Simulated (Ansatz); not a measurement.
```yaml
crystal:
  periodic: [false, false, false]
  atoms:
    - {symbol: C, position_ang: [0.110389, 2.047850, -1.365666]}
    - {symbol: Al, position_ang: [1.016500, 0.377710, -0.811217]}
    - {symbol: O, position_ang: [0.287720, -0.471698, 0.249009]}
    - {symbol: Si, position_ang: [-0.287098, -1.796784, 1.248733]}
    - {symbol: H, position_ang: [-0.798371, 1.752327, -1.703243]}
    - {symbol: H, position_ang: [-0.055938, 2.577000, -0.481702]}
    - {symbol: H, position_ang: [0.900183, 2.497013, -1.976199]}
    - {symbol: H, position_ang: [0.604498, -3.212611, 1.298296]}
    - {symbol: H, position_ang: [-1.646713, -2.372435, 0.960962]}
    - {symbol: H, position_ang: [-0.283708, -1.315243, 2.694209]}
basis:
  gaussian: {orbitals: cc-pVDZ}
magnetization: {spin_polarized: true, initial_magnetization: 3}
hamiltonian: {xc: {name: wB97M-V}}
relax: {f_tol: 0.001, max_steps: 1}
```

```sh
$ ansatz run in.yaml --threads 4 --pin off --events-out ev --progress --plain --max-ram 10444MiB
```

Shortened log:

```
Functional definition: wB97M-V
1010 factors; integrals over basis functions are off by at most 4.6e-4 eV
340 factors; integrals over basis functions are off by at most 8.0e-7 eV
mean field evaluation 1: about -17637.3085 eV, gradient 4.6e1 eV
mean field evaluation 2: about -17625.1790 eV, gradient 7.1e1 eV
mean field evaluation 4: about -17646.4154 eV, gradient 3.2e0 eV
mean field evaluation 8: about -17646.5610 eV, gradient 3.6e-1 eV
mean field evaluation 16: about -17646.5875 eV, gradient 2.0e-2 eV
mean field evaluation 32: about -17646.5875 eV, gradient 5.7e-5 eV
mean field -17646.58751717 eV, -648.5001299694 hartree, gradient 1.6e-5 eV, S^2 3.757012; 6 other end points of the search recorded, 0 dependent functions left out
reference -17646.58756743 eV, -648.5001318165 hartree; 25, 22 occupied and 69, 72 virtual orbitals, 1010 factors
relax step   1: F+E_penalty+E_count = -17646.58751717 eV  Δ(F+E_penalty+E_count) = +0.000e0 eV  max|allowed force component| = 5.876e0 eV/Å  Δτ_max = 0.0000 Å  (126 SCF iters, accepted)
Error: geometry relaxation did not converge after 1 steps: max|allowed force component| = 5.88e0 eV/Å (threshold 1.0e-3). Raise `relax.max_steps` over both its present limit and 1, loosen `relax.f_tol`, or start from a geometry closer to equilibrium. Where this run's directory can be resumed (`checkpoint.write`), a resume goes on for up to `relax.max_steps` more
```

In this input the relaxation is allowed too few steps for its threshold. No converged result was reached.
